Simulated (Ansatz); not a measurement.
`F[CH2][AlH][I]` and `C[S][AlH][CH2]F` differ in one atom or group.

Ansatz, PBE0-D4/def2-TZVP geometries, multiplicity 1. Each molecule was computed in one conformer, which needn't be the lowest.

Elements past krypton have def2 core potentials.

```csv
property,`F[CH2][AlH][I]`
LUMO energy (PBE/def2-TZVPP) / eV,-2.40
HOMO–LUMO gap (ωB97M-V/def2-TZVPP) / eV,9.73
size of the dipole moment (PBE/def2-TZVPP) / D,1.91
HOMO energy (PBE0/def2-TZVPP) / eV,-7.64
HOMO–LUMO gap (PBE/def2-TZVPP) / eV,4.05
HOMO–LUMO gap (B3LYP/def2-TZVPP) / eV,5.55
```

Question: What does the change do to each property? (Estimate.)

Answer: Ansatz gave: 
| property | `C[S][AlH][CH2]F` | shift |
| --- | --- | --- |
| LUMO energy (PBE/def2-TZVPP) / eV | -1.78 | 0.62 |
| HOMO–LUMO gap (ωB97M-V/def2-TZVPP) / eV | 9.96 | 0.23 |
| size of the dipole moment (PBE/def2-TZVPP) / D | 0.94 | -0.97 |
| HOMO energy (PBE0/def2-TZVPP) / eV | -7.22 | 0.42 |
| HOMO–LUMO gap (PBE/def2-TZVPP) / eV | 4.30 | 0.25 |
| HOMO–LUMO gap (B3LYP/def2-TZVPP) / eV | 5.75 | 0.20 |

With PBE0 the HOMO rises by 0.42 eV and the LUMO rises by 0.63 eV, so the gap widens by about 0.21 eV. PBE moves the HOMO by 0.38 eV and ωB97M-V by 0.38 eV. Dipoles are sizes alone; their direction can turn.

B3LYP here is the variant with VWN-RPA as its local correlation; programs differ in this.

Spin–orbit coupling is left out; it splits and shifts lone-pair levels of the heavy atoms by tenths of an eV.
